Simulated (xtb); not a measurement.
xtb input (GFN2-xTB):

```bash
xtb mol.xyz --gfn 2 --ohess tight --chrg -1 --uhf 0
```
mol.xyz:
```
10

C      1.77321252    -0.21345215    -0.17331998
Ge    -0.17490469     0.06688342    -0.18258234
O     -0.93543311    -0.93361156    -1.35053853
O     -0.45057794     1.71225849    -0.65459660
O     -1.02333158    -0.26530888     1.26303880
H      2.24222111     0.48599064     0.49734882
H      2.03450861    -1.20825652     0.07726306
H     -1.74605459    -1.35904265    -1.12350469
H     -1.31123919     2.05819542    -0.46947559
H     -0.51602540    -0.39061468     2.03875740
```

End of the output:

```
optimized geometry written to: xtbopt.xyz

           -------------------------------------------------
          | TOTAL ENERGY              -19.040468883039 Eh   |
          | TOTAL ENTHALPY            -18.970880824716 Eh   |
          | TOTAL FREE ENERGY         -19.014715494940 Eh   |
          | GRADIENT NORM               0.000226825243 Eh/α |
          | HOMO-LUMO GAP               4.473751761558 eV   |
           -------------------------------------------------

------------------------------------------------------------------------
------------------------------------------------------------------------
 total:
 SCF:
 ANC optimizer:
 analytical hessian:
```

It need not be the lowest isomer of its formula. Whether it binds its extra electron was not tested at this geometry.
